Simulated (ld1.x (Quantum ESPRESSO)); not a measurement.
# Which change was made? (Mn, TM)

```json
{"Element": "manganese (Mn)", "Generator": "ld1.x (Quantum ESPRESSO) 7.5", "Type": "norm-conserving Troullier–Martins (Kleinman–Bylander form)", "Functional": "LDA (PZ)", "Relativity": "fully relativistic", "Frozen core": "[Ne] 3s2", "Valence charge": "13", "Reference configuration": "3p6 3d5 4s1.5 4p0 (charge +0.5)", "Partial waves": "4s (bound): rc 2.20 bohr; 3p (bound): rc 1.05 bohr; 3d (bound): rc 1.30 bohr; 4f channel at 0.3 Ry: rc 1.90 bohr", "Local potential": "the f channel", "Core correction": "Bessel-smoothed model core, default radius (core density twice the valence density)"}
```

Open shells are filled in proportion to 2j + 1 (rel_dist='average').

Cutoffs, loose and tight: the cutoffs (Ry, on a coarse ladder) from which the occupation-weighted sum of valence levels, in a spherical-Bessel basis at the reference potential, stays within 10 and 1 mRy of its value at 400 Ry. They do not see the model core or the augmentation charge, which bear on the density cutoff. Test errors are all-electron minus pseudo excitation energies from the reference, over the configurations 3p6 3d5 4s2 4p0; 3p6 3d5 4s1 4p0; 3p6 3d5 4s0 4p0; 3p6 3d4 4s2 4p0; 3p6 3d5 4s1 4p1; 3p6 3d5.5 4s1.5 4p0; 3p6 3d4 4s2 4p1; variants that change the core or the reference have their own tests.

The base gives: outcome: generated; cutoff, loose: 140 Ry; cutoff, tight: 180 Ry; bound ghosts: s; largest test error (meV): -105.

Problem. After one change the result is: outcome: generated; cutoff, loose: 140 Ry; cutoff, tight: 180 Ry; bound ghosts: s; largest test error (meV): -58. Which change was it?
A. all radii but the core radius scaled by about 0.91 (s 2.00, p 0.96, d 1.18, f 1.72 bohr)
B. wave 4s (bound): rc 2.20 bohr becomes 4s (bound): rc 1.62 bohr
C. wave 3d (bound): rc 1.30 bohr becomes 3d (bound): rc 1.06 bohr
D. wave 4f channel at 0.3 Ry: rc 1.90 bohr becomes 4f channel at 0.3 Ry: rc 1.22 bohr

Solution. D. The others give: wave 3d (bound): rc 1.30 bohr becomes 3d (bound): rc 1.06 bohr → outcome: generated; cutoff, loose: 180 Ry; cutoff, tight: 200 Ry; bound ghosts: s; largest test error (meV): -113 | all radii but the core radius scaled by about 0.91 (s 2.00, p 0.96, d 1.18, f 1.72 bohr) → outcome: generated; cutoff, loose: 140 Ry; cutoff, tight: 230 Ry; bound ghosts: s; largest test error (meV): -84 | wave 4s (bound): rc 2.20 bohr becomes 4s (bound): rc 1.62 bohr → outcome: generated; cutoff, loose: 140 Ry; cutoff, tight: 180 Ry; bound ghosts: s; largest test error (meV): -163.
